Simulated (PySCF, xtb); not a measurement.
GeSe, SMILES [Ge]=[Se] (connectivity only; charge and spin as stated), neutral, multiplicity 1.

Harmonic wavenumbers (cm⁻¹) from GFN2-xTB in xtb at its own minimum, in rising order: 415.

Task: What does B3LYP-D3(BJ)/def2-TZVP run with PySCF 2.14.0 give at its own minimum? (Estimate from the structure and the level; the computed values follow.)

Result: 405. Paired by order, the mean absolute difference is 10 cm⁻¹ and the zero-point energies are 0.6 and 0.6 kcal/mol.
